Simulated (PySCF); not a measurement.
BiH3, SMILES [BiH3]. Atoms are numbered in the order given.

```xyz
4

Bi     0.0000     0.0000     0.0359
H      1.2759    -0.7366    -0.9925
H      0.0000     1.4732    -0.9925
H     -1.2759    -0.7366    -0.9925
```

The structure is a stationary point at B3LYP-D3(BJ)/def2-TZVPD. The def2 effective core potentials stand for the cores of Bi; spin–orbit coupling is left out.

These are PBE/def2-TZVPD run with PySCF values and carry that method's errors.

Mulliken values depend strongly on the basis, most of all with diffuse functions as here. ESP charges are fitted to the potential on shells at 1.4 to 2.0 van der Waals radii. Atomic charges (e):

```csv
atom,Mulliken,ESP fit
Bi1,0.05,[?]
H2,-0.02,[?]
H3,-0.02,[?]
H4,-0.02,[?]
```

Some entries are withheld; supply them. (The exact figures need the calculation; the answer reports its results.)


- Bi1, ESP fit: 0.20
- H2, ESP fit: -0.07
- H3, ESP fit: -0.07
- H4, ESP fit: -0.07
